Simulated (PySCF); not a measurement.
**Atomic charges by several schemes**

Species: C6H5FO.
Numbering: `[OH:1][c:2]1[cH:3][cH:4][c:5]([F:6])[cH:7][cH:8]1` (hydrogens: H9 on O1; H10 on C3; H11 on C4; H12 on C7; H13 on C8)

Cartesian coordinates in Å at the GFN2-xTB level; atoms count from 1:
```xyz
13
C6H5FO angstrom
O     -2.165   -0.895   -0.892
C     -0.996   -0.410   -0.398
C      0.080   -0.096   -1.220
C      1.253    0.395   -0.678
C      1.335    0.567    0.690
F      2.480    1.046    1.225
C      0.277    0.261    1.528
C     -0.892   -0.228    0.980
H     -2.110   -0.977   -1.852
H     -0.001   -0.237   -2.289
H      2.095    0.643   -1.304
H      0.376    0.408    2.592
H     -1.737   -0.477    1.601
```

Density: PBE0/pcSseg-1 (PySCF); schemes: Mulliken, IAO, Hirshfeld and ESP-fitted. The structure is a single GFN2-xTB conformer in the gas phase; no vibrational or solvent corrections.

Task: Give the atomic charges in each scheme.

Result: In e:

| atom | environment | Mulliken | IAO | Hirshfeld | ESP-fitted |
| --- | --- | --- | --- | --- | --- |
| O1 | phenol-type oxygen | -0.383 | -0.475 | -0.188 | -0.569 |
| C2 | aromatic carbon bearing oxygen | +0.170 | +0.206 | +0.070 | +0.367 |
| C3 | aromatic CH carbon | -0.121 | -0.208 | -0.075 | -0.337 |
| C4 | aromatic CH carbon | -0.137 | -0.182 | -0.066 | -0.250 |
| C5 | aromatic C–F carbon | +0.313 | +0.272 | +0.074 | +0.341 |
| F6 | aryl fluorine | -0.292 | -0.277 | -0.095 | -0.214 |
| C7 | aromatic CH carbon | -0.128 | -0.181 | -0.062 | -0.291 |
| C8 | aromatic CH carbon | -0.085 | -0.180 | -0.063 | -0.238 |
| H9 | phenol-type hydroxyl hydrogen | +0.238 | +0.364 | +0.181 | +0.422 |
| H10 | aromatic hydrogen | +0.100 | +0.149 | +0.049 | +0.183 |
| H11 | aromatic hydrogen | +0.108 | +0.171 | +0.058 | +0.193 |
| H12 | aromatic hydrogen | +0.110 | +0.172 | +0.059 | +0.197 |
| H13 | aromatic hydrogen | +0.106 | +0.169 | +0.056 | +0.196 |

Mean size of the charges over all atoms: ESP-fitted 0.292 e, IAO 0.231 e, Mulliken 0.176 e, Hirshfeld 0.084 e. Each set sums to the total charge, 0, to within 0.001 e. The IAO scheme counts the electrons in orthogonalised intrinsic atomic orbitals, a minimal basis polarised so that it spans the occupied orbitals exactly. The Mulliken scheme counts on each atom the diagonal of the density matrix times the overlap matrix over that atom's basis functions.

Lowest charge. All schemes agree: Mulliken O1 (-0.383); IAO O1 (-0.475); Hirshfeld O1 (-0.188); ESP-fitted O1 (-0.569).

Highest charge. The schemes don't all agree: Mulliken C5 (+0.313); IAO H9 (+0.364); Hirshfeld H9 (+0.181); ESP-fitted H9 (+0.422).

Task: How many electrons does the IAO scheme count on C2?

Result: Z − q = 6 − (+0.206) = 5.794.

Task: Sum the charges by element, for elements with more than one atom.

Result: 
```csv
element,atoms,Mulliken,IAO,Hirshfeld,ESP-fitted
C,6,+0.012,-0.274,-0.121,-0.407
H,5,+0.663,+1.026,+0.403,+1.190
```
